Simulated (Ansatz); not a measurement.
Reaction (ligand exchange at a Ge–C bond): `[GeH3][CH]1N=CO1` + `O[Si](F)(Cl)Cl` → `F[Si](Cl)(Cl)[O][GeH3]` + `C1=NCO1`

Gas-phase electronic energies from Ansatz, PBE0-D4/def2-TZVP geometries. CCSD(T)/CBS is the MP2 limit (def2-TZVPP, def2-QZVPP) plus CCSD(T) − MP2 in def2-TZVPP, frozen cores. Functionals use def2-TZVPP. For Ge outer-core shells are correlated without core-valence functions, which leaves a few kJ/mol of doubt a bond. Scalar relativity is left out up to krypton. Each species was taken in one conformer, which may not be the lowest.

| level | ΔE (eV) |
| --- | --- |
| ωB97X-V | -0.69 |
| PBE0 | -0.60 |
| HF/def2-TZVPP | -0.94 |
| CCSD(T)/def2-TZVPP | -0.66 |

Task: What does CCSD(T)/CBS give? (Estimate.)

Result: Ansatz gave: -0.63 eV. The listed levels differ from it by -0.06, 0.03, -0.31, -0.03 eV.

Largest T1 diagnostic among the species: 0.015.

In def2-TZVPP, CCSD(T) changes the Hartree–Fock value by +0.28 eV (the triples alone add +0.03 eV) and MP2 by +0.30 eV. From PBE to PBE0 (25 % exact exchange), in def2-TZVPP and without D4, ΔE moves by −0.06 eV.
